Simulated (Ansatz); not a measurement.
Relaxation of FH₇O₅W (14 atoms, charge 0, multiplicity 1), to a largest force component of 0.03 eV/Å in at most 50 steps.

Computed with RKS PBE/def2-SVP (Ansatz).

```xyz
14
Properties=species:S:1:pos:R:3:forces:R:3
W 0.206 0.250 -0.188 0.07 -0.68 -0.08
O 0.363 -0.435 2.864 -0.69 0.78 -0.59
H -0.581 -0.107 2.813 0.91 -0.22 0.13
O 2.098 -0.011 0.116 -0.07 0.03 -0.07
H 2.506 -0.782 -0.327 -0.07 0.03 0.01
H -0.265 1.599 -1.149 0.02 -0.01 -0.11
O -1.559 0.499 0.606 -0.24 -0.43 0.08
H -2.152 -0.277 0.472 0.21 0.35 0.00
O -0.242 -1.636 -0.041 -0.05 -0.02 0.16
H -0.139 -1.882 0.911 0.06 0.04 -0.15
O 0.329 -0.324 -2.024 0.01 0.06 0.04
H 0.352 0.396 -2.681 0.00 -0.01 0.00
F 0.568 1.680 0.968 0.14 0.66 0.30
H 0.855 0.401 2.641 -0.30 -0.58 0.28
```

Where does it end, and by what steps?

The forces met the threshold. After 16 steps the energy has fallen by 0.277 eV; H14 moved furthest, 0.92 Å. Joined: W1–O2 (3.13 → 2.51 Å).

```tsv
step	energy less start (eV)	largest force component (eV/Å)	accepted
0	0.0000	0.907	yes
1	-0.0391	2.130	yes
2	-0.1205	1.881	yes
3	-0.1467	1.565	yes
4	-0.0736	1.809	no
5	-0.2103	0.275	yes
6	-0.2130	0.403	yes
7	-0.2229	0.400	yes
8	-0.2251	0.325	yes
9	-0.2377	0.301	yes
10	-0.2465	0.314	yes
11	-0.2560	0.472	yes
12	-0.2731	0.123	yes
13	-0.2682	0.318	no
14	-0.2763	0.034	yes
15	-0.2765	0.051	yes
16	-0.2770	0.019	yes
```

```xyz
14
Properties=species:S:1:pos:R:3
W 0.070 0.230 -0.045
O 0.337 -0.419 2.362
H 0.040 0.401 2.807
O 1.982 0.095 0.449
H 2.470 -0.455 -0.195
H -0.445 1.408 -1.177
O -1.756 0.465 0.591
H -2.339 -0.283 0.361
O -0.386 -1.651 0.007
H -0.470 -1.937 0.942
O 0.639 -0.365 -1.801
H 0.610 0.324 -2.489
F 0.274 1.849 0.942
H 1.309 -0.291 2.228
```

Whether the end is a true minimum wasn't checked by a vibrational analysis.

The run took 28 s on 4 threads of Intel(R) Xeon(R) Platinum 8488C (Sapphire Rapids) (shared host), peak memory 0.24 GiB.
